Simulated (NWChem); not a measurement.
System: CH7AlN2; SMILES [NH2][Al]([CH3])[NH2]

```xyz
11

Al    -0.0014     0.0320     0.0009
C     -0.0204    -1.9239     0.0013
H      0.2299    -2.3261    -0.9950
H     -1.0059    -2.3320     0.2774
H      0.7183    -2.3395     0.7064
N     -1.5205     0.9590    -0.0036
H     -1.6099     1.9681    -0.0227
H     -2.4423     0.5382     0.0029
N      1.5397     0.9225    -0.0027
H      1.6516     1.9293    -0.0232
H      2.4519     0.4815     0.0061
```
Atoms are numbered in this order, from 1.

Level: PBE0/def2-SVP (NWChem), optimised geometry, unscaled harmonic frequencies. 

Question: List the harmonic frequencies with IR intensities, and the thermochemistry.

Answer: 
| frequency (cm⁻¹) | IR intensity (km/mol) |
|---|---|
| 10 | 0.1 |
| 173 | 1.8 |
| 199 | 1.9 |
| 219 | 10.0 |
| 239 | 0.2 |
| 358 | 1.0 |
| 366 | 11.8 |
| 392 | 355.2 |
| 553 | 1.2 |
| 582 | 0.4 |
| 660 | 38.6 |
| 673 | 46.2 |
| 693 | 27.8 |
| 815 | 190.3 |
| 886 | 188.3 |
| 1213 | 33.5 |
| 1426 | 1.3 |
| 1429 | 2.0 |
| 1527 | 81.9 |
| 1536 | 22.3 |
| 3047 | 3.9 |
| 3142 | 5.7 |
| 3152 | 8.1 |
| 3623 | 32.9 |
| 3624 | 9.1 |
| 3713 | 28.4 |
| 3714 | 14.1 |

```json
{
 "zero_point_energy": "54.2 kcal/mol",
 "thermal correction to the enthalpy at 298.15 K (with zero-point energy)": "59.8 kcal/mol",
 "heat capacity Cv": "26.3 cal/(mol K)",
 "entropy at 298.15 K and 1 atm (symmetry number 1)": "86.5 cal/(mol K)",
 "dipole_moment": "0.76 D"
}
```

Rigid rotor and harmonic oscillator; modes under 100 cm⁻¹ make the entropy uncertain.
